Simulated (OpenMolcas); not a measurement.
## What dynamic correlation does to the levels of Fe5+

```yaml
Program: OpenMolcas
Basis: ANO-L-VQZP [7s6p4d3f2g]
Scalar_Hamiltonian: non-relativistic, point nucleus
Active_space: 3 electrons in 5 orbitals (3d)
State_averaging: 2S+1 = 4 even, 10 roots; 2S+1 = 2 even, 40 roots
Spin-orbit_coupling: RASSI with atomic mean-field integrals over the reference wave functions, term energies averaged over their components
```

Methods on the same reference wave functions:
A. CASSCF
B. SS-CASPT2, IPEA 0.25 Eh, imaginary shift 0.1 Eh (closed shells correlated: 3s 3p)
C. MS-CASPT2, IPEA 0.25 Eh, imaginary shift 0.1 Eh (closed shells correlated: 3s 3p)

Energies in eV above 3d³ ⁴F_3/2, the measured ground level; measured values from Corliss and Sugar, J. Phys. Chem. Ref. Data 11, 135 (1982).

| Level | A | B | C | Measured |
| --- | --- | --- | --- | --- |
| 3d³ ⁴F_3/2 | 0.0000 | 0.0000 | 0.0000 | 0.0000 |
| 3d³ ⁴F_5/2 | 0.0655 | 0.0662 | 0.0662 | 0.0634 |
| 3d³ ⁴F_7/2 | 0.1542 | 0.1551 | 0.1551 | 0.1473 |
| 3d³ ⁴F_9/2 | 0.2632 | 0.264 | 0.264 | 0.2480 |
| 3d³ ⁴P_1/2 | 2.8754 | 2.389 | 2.387 | 2.3233 |
| 3d³ ⁴P_3/2 | 2.8994 | 2.414 | 2.410 | 2.3485 |
| 3d³ ²G_7/2 | 2.9585 | 2.563 | 2.563 | 2.5561 |
| 3d³ ⁴P_5/2 | 2.9804 | 2.492 | 2.492 | 2.4314 |
| 3d³ ²G_9/2 | 3.0462 | 2.652 | 2.653 | 2.6427 |
| 3d³ ²P_1/2 | 3.8951 | 3.532 | 3.333 | 3.2850 |
| 3d³ ²H_9/2 | 3.9085 | 3.561 | 3.614 | 3.5614 |
| 3d³ ²H_11/2 | 3.9727 | 3.626 | 3.681 | 3.6207 |
| 3d³ ²D_5/2(1) | 4.3194 | 3.595 | 3.595 | 3.5316 |
| 3d³ ²F_7/2 | 6.6845 | 5.848 | 5.848 | 5.7302 |
| 3d³ ²F_5/2 | 6.7231 | 5.886 | 5.886 | 5.7781 |
| 3d³ ²D_5/2(2) | 10.4332 | 9.181 | 9.181 | 8.8906 |
| 3d³ ²D_3/2(2) | 10.4790 | 9.227 | 9.227 | 8.9329 |

Deviations, from unrounded energies. A percentage is the sum of absolute deviations over the sum of measured energies, with the sign that they share, or ± where signs differ.

| Against measurement | Levels | A | B | C |
| --- | --- | --- | --- | --- |
| mean absolute deviation (cm-1) | 16 | 4800 | 690 | 640 |
| fine structure of the ground term (%) | 3 | +5.3 | +5.7 | +5.7 |
| other terms of the ground configuration (%) | 13 | +17.2 | ±2.4 | +2.2 |

C lies closest to measurement on these levels and A furthest from it. The largest miss of C in the table is 3d³ ²D_3/2(2), by +2400 cm-1. The ranking rests on the paired levels alone, and a cruder setting can come out closer through cancelling errors.

Between B and C the level of the table that moves most is 3d³ ²P_1/2, by 1600 cm-1 (lowest in C, highest in B). Moves below CASPT2's spread within the term are not significant.

The mean deviations of B to C differ by less than CASPT2's widest spread within a term (780 cm-1), so their order carries little weight.

From A to B the spin-free energies of the other terms of 3d³ shown, above ⁴F, scale by factors of 0.82 to 0.91, as is usual when dynamic correlation screens the repulsion within a d or f shell.

The lowest spin-free term lies below A's lowest term by 0.339 hartree in B, 0.339 hartree in C.

Term energies are means over components that CASPT2 splits; among the terms shown or strongly mixed into the levels shown the widest spread is 780 cm-1 (3d³ ²H, B). Without dynamic correlation excited terms often stand tens of per cent too high (terms of higher spin than the ground term too low), and those without a measured partner can miss by more than the paired ones (holds for A). The CASPT2 spread within a term exceeds the gap to the next term for 3d³ ²D(1) and 3d³ ²P, 3d³ ²P and 3d³ ²H, so the order of their levels is uncertain, and so are names and mixing where such terms share a J (holds for B). Measured partners are found by configuration, term and J. A level has none where our copy of the source lacks it or the pairing is in doubt (some pairs that miss far off the trend of their configuration count as doubtful), and it then counts in no deviation. Levels of configurations outside the active space are missing. Levels that lie high or do not pair safely by name in every column are left out.

A number in round brackets counts repeated terms of one configuration in the order of the reference energies.
